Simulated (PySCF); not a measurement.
ZrI₂, SMILES [I][Zr][I] (connectivity only; charge and spin as stated), neutral, multiplicity 3. Atoms are numbered in the order given.

```xyz
3

Zr     0.0000     0.0000     0.0000
I      0.0000     0.0000    -2.7266
I      0.0000     0.0000     2.7266
```
Charge 0, spin multiplicity 3.

Geometry: PBE-D3(BJ)/def2-SVP. The multiplicity is an assumed one; other spin states were not compared. The def2 effective core potentials stand for the cores of I, Zr; spin–orbit coupling is left out.

All values below come from ωB97X/def2-TZVPD run with PySCF.

Mulliken values depend strongly on the basis, most of all with diffuse functions as here. ESP charges are fitted to the potential on shells at 1.4 to 2.0 van der Waals radii. Atomic charges (e):

```json
[
 {"atom": "Zr1", "ESP fit": "?", "Mulliken": "0.49", "Mulliken spin": "1.99"},
 {"atom": "I2", "ESP fit": "?", "Mulliken": "-0.24", "Mulliken spin": "0.01"},
 {"atom": "I3", "ESP fit": "?", "Mulliken": "-0.24", "Mulliken spin": "0.01"}
]
```

Question: Fill in the missing entries. (An estimate is asked for; the answer gives what the named calculation found.)

Answer: 
- Zr1, ESP fit: 0.41
- I2, ESP fit: -0.20
- I3, ESP fit: -0.20
